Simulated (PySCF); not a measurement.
Vanadium: highly charged ions in a basis for the neutral atom

V(10+) [Ne] 3s2 3p1, V(11+) [Ne] 3s2. Computed with PySCF 2.14 in def2-TZVP (6s4p4d1f, 45 functions), with the non-relativistic Hamiltonian (point nucleus). No spin-orbit coupling, so a gap to NIST mixes the basis error with missing relativistic terms.

Changed run: basis of the neutral atom used for a highly charged ion. This setting is unsound on purpose.

```
species  method  sound run (hartree)  changed run (hartree)  converged
 V(10+)     UHF              not run             -904.70014        yes
 V(10+)     LDA              not run             -903.01628        yes
 V(11+)     UHF              not run             -895.39572        yes
 V(11+)     LDA              not run             -893.67503        yes
```

Ionisation energy of V(10+):

| method | changed run (eV) | NIST (eV) |
| --- | --- | --- |
| UHF | 253.19 | 254.8 ± 0.4 |
| r2SCAN | 254.41 | 254.8 ± 0.4 |
| LDA | 254.19 | 254.8 ± 0.4 |

The contracted functions were made for the neutral atom and can be too rigid for a highly charged ion.
